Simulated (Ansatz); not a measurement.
Total energies of [Ni(NH3)4]2+ (NiN₄H₁₂²⁺) from Ansatz at PBE-D4/def2-TZVP, gas phase (1 Eh = 27.2114 eV = 2625.5 kJ/mol). The reference geometry is relaxed at PBE0-D4/def2-SVP.

Cartesian coordinates in Å:
```
Ni 0.000 0.000 0.000
N 0.147 1.807 -0.723
H 0.333 2.512 0.002
H -0.708 2.120 -1.197
H 0.885 1.954 -1.419
N -1.674 0.487 0.876
H -2.493 0.033 0.451
H -1.907 1.486 0.878
H -1.699 0.224 1.868
N -0.167 -1.817 0.690
H -0.040 -2.535 -0.035
H -1.067 -2.055 1.119
H 0.529 -2.034 1.414
N 1.694 -0.476 -0.843
H 1.632 -0.513 -1.868
H 2.089 -1.385 -0.576
H 2.447 0.192 -0.637
```

```
           state                     geometry  energy (Eh)
charge 2 singlet                    reference  -1733.70133
charge 3 doublet                    reference  -1733.03076
charge 3 doublet  relaxed at PBE0-D4/def2-SVP  -1733.03335
charge 1 doublet                    reference  -1734.04386
charge 1 doublet  relaxed at PBE0-D4/def2-SVP  -1734.05850
charge 2 triplet  relaxed at PBE0-D4/def2-SVP  -1733.66749
```

**Question.** Work out the vertical ionisation energy to the doublet.

**Answer.** E(charge 3 doublet) − E(charge 2 singlet) = -1733.03076 − (-1733.70133) = 0.67057 Eh = 18.25 eV. For comparison, −ε of the highest occupied level is 14.17 eV at this level, 4.08 eV less.

**Question.** Work out the vertical electron affinity, to the doublet.

**Answer.** E(charge 2 singlet) − E(charge 1 doublet) = -1733.70133 − (-1734.04386) = 0.34253 Eh = 9.32 eV.

**Question.** Give the fundamental gap IE − EA, the Mulliken electronegativity (IE + EA)/2 and the hardness (IE − EA)/2.

**Answer.** From the values in Eh: IE − EA = 0.67057 − 0.34253 = 0.32804 Eh = 8.93 eV; (IE + EA)/2 = 13.78 eV; (IE − EA)/2 = 4.46 eV. The HOMO–LUMO gap of the same run is 1.65 eV, 7.28 eV smaller than the fundamental gap.

**Question.** How much does the charge 3 doublet relax, and what is the adiabatic ionisation energy?

**Answer.** Relaxation: -1733.03076 − (-1733.03335) = 0.00259 Eh = 0.07 eV. Adiabatic ionisation energy: 0.66798 Eh = 18.18 eV, without zero-point energy. 

**Question.** How much does the charge 1 doublet relax, and what is the adiabatic electron affinity?

**Answer.** Relaxation: -1734.04386 − (-1734.05850) = 0.01464 Eh = 0.40 eV. Adiabatic electron affinity: 0.35717 Eh = 9.72 eV, without zero-point energy. 

**Question.** Which of the charge 2 states is lowest, and how far above it are the others?

**Answer.** The singlet. triplet: -1733.66749 − (-1733.70133) = 0.03384 Eh = 88.8 kJ/mol.
